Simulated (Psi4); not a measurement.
Computed with Psi4 with SAPT0/jun-cc-pVDZ, frozen core.

Psi4 input:

```
molecule {
0 1
Br 0.71241346 0.00000000 -0.00000000
H -0.71241346 -0.00000000 0.00000000
--
0 1
Cl 1.76582701 -3.65737885 -0.96884304
B 1.28200008 -5.31918142 -1.19269828
Cl 2.21604264 -6.60417977 -0.47018369
Cl -0.13530743 -5.69600741 -2.13879562
units angstrom
symmetry c1
no_reorient
no_com
}
set basis jun-cc-pvdz
set scf_type df
set freeze_core true
energy('sapt0')
```

Part of the output:

```
    SAPT Results
  --------------------------------------------------------------------------------------------------------
    Electrostatics                 -0.53419530 [mEh]      -0.33521261 [kcal/mol]      -1.40252958 [kJ/mol]
      Elst10,r                     -0.53419530 [mEh]      -0.33521261 [kcal/mol]      -1.40252958 [kJ/mol]

    Exchange                        1.44388392 [mEh]       0.90605084 [kcal/mol]       3.79091672 [kJ/mol]
      Exch10                        1.44388392 [mEh]       0.90605084 [kcal/mol]       3.79091672 [kJ/mol]
      Exch10(S^2)                   1.44158011 [mEh]       0.90460517 [kcal/mol]       3.78486805 [kJ/mol]

    Induction                      -0.12181736 [mEh]      -0.07644154 [kcal/mol]      -0.31983142 [kJ/mol]
      Ind20,r                      -0.85006563 [mEh]      -0.53342424 [kcal/mol]      -2.23184701 [kJ/mol]
      Exch-Ind20,r                  0.81413170 [mEh]       0.51087536 [kcal/mol]       2.13750250 [kJ/mol]
      delta HF,r (2)               -0.08588343 [mEh]      -0.05389267 [kcal/mol]      -0.22548691 [kJ/mol]

    Dispersion                     -0.92954325 [mEh]      -0.58329720 [kcal/mol]      -2.44051547 [kJ/mol]
      Disp20                       -1.02788186 [mEh]      -0.64500560 [kcal/mol]      -2.69870344 [kJ/mol]
      Exch-Disp20                   0.09833860 [mEh]       0.06170840 [kcal/mol]       0.25818796 [kJ/mol]
      Disp20 (SS)                  -0.51394093 [mEh]      -0.32250280 [kcal/mol]      -1.34935172 [kJ/mol]
      Disp20 (OS)                  -0.51394093 [mEh]      -0.32250280 [kcal/mol]      -1.34935172 [kJ/mol]
      Exch-Disp20 (SS)              0.04642586 [mEh]       0.02913267 [kcal/mol]       0.12189108 [kJ/mol]
      Exch-Disp20 (OS)              0.05191274 [mEh]       0.03257574 [kcal/mol]       0.13629689 [kJ/mol]

  Total HF                          0.78787126 [mEh]       0.49439668 [kcal/mol]       2.06855572 [kJ/mol]
  Total SAPT0                      -0.14167199 [mEh]      -0.08890052 [kcal/mol]      -0.37195976 [kJ/mol]
```
